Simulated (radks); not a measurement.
Question: Calculated with a radial shooting solver on a logarithmic mesh with Libxc functionals: Dirac Kohn-Sham, PBE, spin-unpolarised, spherical densities, point nucleus; open shells are shared between the two j in proportion to 2j + 1. Each species is in its NIST ground configuration. Rank Kr4+, Br4+, Ge4+, Se4+, As4+, Cr4+, Sc4+, V4+, Ni4+, Co4+, Zn4+, Fe4+, Ti4+, Cu4+, K4+, Mn4+, Ga4+, Ca4+ by Delta-SCF ionisation energy (eV), largest first.

Answer: Ti4+ 99.765, Sc4+ 93.211, Ge4+ 90.976, Ga4+ 88.348, Ca4+ 86.689, Zn4+ 85.673, Cu4+ 82.947, K4+ 80.183, Ni4+ 80.166, Co4+ 77.326, Fe4+ 74.419, Mn4+ 71.439, Se4+ 68.571, Cr4+ 68.377, V4+ 65.222, As4+ 63.503, Kr4+ 63.262, Br4+ 58.748.
